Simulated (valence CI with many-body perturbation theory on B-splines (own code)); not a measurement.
Level structure of Fe¹²⁺

Level of theory: valence CI with perturbative core correlation (CI+MBPT): four valence electrons over a frozen Dirac-Fock core [Ne], radial functions for each j: 11 s, 11 p, 9 d, 7 f, 5 g, 2 h, 1 i, with the one-electron correlation potential Σ1 (screened to all orders), the two-electron term Σ2, the three-electron term Σ3, Breit, model QED; selected single and double excitations, second order for the rest, scaled by the run's own slope (own B-spline code, finite nucleus).

No measured spectrum was set against this ion. As an estimate, levels of excited configurations hold to 0.05 to 0.15 % of their energy, terms of the ground configuration to about 0.5 %.

Levels 46 to 71 of 71, with energies above the lowest level, 3s²3p² ³P_0. "Leading %" is the weight of the configuration and term that name the level; weights of strongly mixed levels are sums over their largest components and can fall short. In the jj column 3d3/2^4 stands for four electrons in 3d with j = 3/2. Lifetimes count E1, E2, E3, M1 and M2 decay at the calculated energies, and are blank where another channel may lead or the interval is too uncertain; long ones can be off by a factor of two.

| No. | Configuration | Term | J | E (eV) | Leading % | Leading jj | Lifetime | g |
| --- | --- | --- | --- | --- | --- | --- | --- | --- |
| 46 | 3p⁴ | ¹S | 0 | 87.16 | 61 | 3p1/2^2 3p3/2^2 (38 %) | 105 ps |  |
| 47 | 3s3p²3d | ⁵P | 2 | 87.57 | 97 | 3s 3p1/2 3p3/2 3d3/2 (31 %) | 17.8 ps | 1.825 |
| 48 | 3s3p²3d | ⁵P | 1 | 87.84 | 98 | 3s 3p3/2^2 3d3/2 (44 %) | 17.5 ps | 2.490 |
| 49 | 3s3p²3d | ³P | 2 | 89.36 | 69 | 3s 3p1/2 3p3/2 3d5/2 (43 %) | 24.8 ps | 1.495 |
| 50 | 3s3p²3d | ³P | 1 | 90.50 | 68 | 3s 3p3/2^2 3d5/2 (25 %) | 24.3 ps | 1.484 |
| 51 | 3s3p²3d | ³P | 0 | 91.27 | 66 | 3s 3p3/2^2 3d5/2 (32 %) | 24.4 ps |  |
| 52 | 3s3p²3d | ³G | 3 | 93.02 | 95 | 3s 3p1/2 3p3/2 3d3/2 (69 %) | 127 ps | 0.757 |
| 53 | 3s3p²3d | ³G | 4 | 93.25 | 97 | 3s 3p1/2 3p3/2 3d5/2 (35 %) | 139 ps | 1.051 |
| 54 | 3s3p²3d | ³G | 5 | 93.53 | 98 | 3s 3p1/2 3p3/2 3d5/2 (57 %) | 154 ps | 1.201 |
| 55 | 3s3p²3d | ³D | 1 | 94.27 | 95 | 3s 3p3/2^2 3d3/2 (24 %) | 25.9 ps | 0.527 |
| 56 | 3s3p²3d | ³D | 2 | 94.33 | 92 | 3s 3p1/2 3p3/2 3d5/2 (27 %) | 25.6 ps | 1.164 |
| 57 | 3s3p²3d | ³D | 3 | 94.44 | 88 | 3s 3p1/2 3p3/2 3d5/2 (56 %) | 25.4 ps | 1.301 |
| 58 | 3s3p²3d | ¹G | 4 | 95.21 | 79 | 3s 3p1/2 3p3/2 3d5/2 (49 %) | 413 ps | 1.012 |
| 59 | 3s3p²3d | ¹F | 3 | 95.72 | 82 | 3s 3p1/2 3p3/2 3d3/2 (32 %) | 42.8 ps | 1.033 |
| 60 | 3s3p²3d | ³F | 2 | 97.15 | 80 | 3s 3p1/2 3p3/2 3d3/2 (28 %) | 21.3 ps | 0.733 |
| 61 | 3s3p²3d | ³F | 3 | 97.87 | 77 | 3s 3p1/2 3p3/2 3d5/2 (46 %) | 20.4 ps | 1.124 |
| 62 | 3s3p²3d | ³D | 1 | 98.25 | 92 | 3s 3p1/2 3p3/2 3d5/2 (53 %) | 28.5 ps | 0.531 |
| 63 | 3s3p²3d | ³D | 2 | 98.59 | 84 | 3s 3p1/2 3p3/2 3d5/2 (32 %) | 30.2 ps | 1.118 |
| 64 | 3s3p²3d | ¹P | 1 | 98.80 | 81 | 3s 3p1/2 3p3/2 3d3/2 (42 %) | 22.1 ps | 0.944 |
| 65 | 3s3p²3d | ³F | 4 | 98.92 | 86 | 3s 3p3/2^2 3d3/2 (39 %) | 19.0 ps | 1.238 |
| 66 | 3s3p²3d | ³P | 0 | 99.20 | 79 | 3s 3p1/2 3p3/2 3d5/2 (43 %) | 21.6 ps |  |
| 67 | 3s3p²3d | ³D | 3 | 99.32 | 81 | 3s 3p3/2^2 3d5/2 (60 %) | 35.9 ps | 1.288 |
| 68 | 3s3p²3d | ³P | 1 | 99.47 | 76 | 3s 3p1/2 3p3/2 3d5/2 (44 %) | 21.9 ps | 1.497 |
| 69 | 3s3p²3d | ³P | 2 | 99.96 | 73 | 3s 3p3/2^2 3d5/2 (40 %) | 21.6 ps | 1.486 |
| 70 | 3s3p²3d | ³S | 1 | 101.39 | 77 | 3s 3p1/2 3p3/2 3d5/2 (29 %) | 21.3 ps | 1.713 |
| 71 | 3s3p²3d | ³D | 1 | 101.66 | 71 | 3s 3p1/2 3p3/2 3d3/2 (23 %) | 23.4 ps | 0.810 |

Names give the largest LS component (configuration and term), which can be under half, so a name can repeat, a term be missing and a line seem to break the LS rules; names also repeat where a configuration has a term twice.

Where two levels of one J and parity lie close, their mixing, g and order are uncertain.
